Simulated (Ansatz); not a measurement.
The cluster Sn2O4, relaxed as a singlet with RKS r2SCAN-D4/def2-SVP in Ansatz, starting from the GFN2-xTB geometry. Force threshold 0.02 eV/Å.

In the def2 sets Sn takes a core potential; there is no spin–orbit coupling. The structure holds 2 bonds between oxygen atoms, so isomers without such links may lie far lower. The restricted singlet is unstable towards broken spin symmetry in Hartree–Fock (as tested in another run); at r2SCAN-D4/def2-SVP this wasn't settled. The structure comes from a short search, and lower isomers may exist.

Start:

```xyz
6

Sn   -0.555   -1.642   -1.160
Sn   -0.577    1.983   -0.284
O     0.633   -0.314    1.314
O    -1.284    0.261   -1.114
O     0.899   -1.280    0.346
O     0.885    0.992    0.898
```

| step | energy (eV) | largest force component (eV/Å) | SCF passes |
| --- | --- | --- | --- |
| 1 | -19842.1939 | 1.530 | 18 |
| 2 | -19842.4057 | 0.654 | 26 |
| 3 | -19842.4440 | 0.299 | 21 |
| 4 | -19842.4502 | 0.079 | 21 |
| 5 (rejected) | -19842.4468 | 0.112 | 22 |
| 6 | -19842.4518 | 0.022 | 22 |
| 7 | -19842.4518 | 0.007 | 15 |
| 8 | -19842.4518 | 0.002 | 15 |
| 9 | -19842.4518 | 0.002 | 15 |
| 10 | -19842.4518 | 0.019 | 23 |
| 11 | -19842.4520 | 0.038 | 22 |
| 12 | -19842.4524 | 0.073 | 23 |
| 13 | -19842.4538 | 0.121 | 23 |
| 14 | -19842.4574 | 0.171 | 23 |
| 15 | -19842.4654 | 0.218 | 24 |
| 16 | -19842.4814 | 0.279 | 23 |
| 17 | -19842.5111 | 0.344 | 28 |
| 18 | -19842.5581 | 0.379 | 28 |
| 19 | -19842.6250 | 0.316 | 27 |
| 20 | -19842.6320 | 0.555 | 26 |
| 21 | -19842.6466 | 0.499 | 22 |
| 22 | -19842.6688 | 0.386 | 22 |
| 23 | -19842.7323 | 0.386 | 28 |
| 24 (rejected) | -19842.6829 | 0.878 | 28 |
| 25 | -19842.7435 | 0.600 | 28 |
| 26 | -19842.7608 | 0.128 | 22 |
| 27 | -19842.7623 | 0.038 | 22 |
| 28 | -19842.7623 | 0.039 | 22 |
| 29 | -19842.7625 | 0.019 | 23 |

Force components are those of the run's own axes.

End:

```xyz
6

Sn   -0.7766   -1.5717   -0.5678
Sn    0.1002    1.5920   -0.5858
O     0.5737   -0.5282    1.1237
O    -1.3381    0.2506   -1.1090
O     1.1634   -0.5446   -0.2664
O     0.2775    0.8019    1.4053
```

Bonds formed: Sn1–O3, Sn2–O5 (atoms count from 1).

The force fell under the threshold at step 7, but the optimiser went on and released 0.311 eV more. No frequencies were taken in this run, so the end may be a saddle point.

Hardware: 4 threads of Arm Neoverse V2 on a shared host. Wall time 39 s.
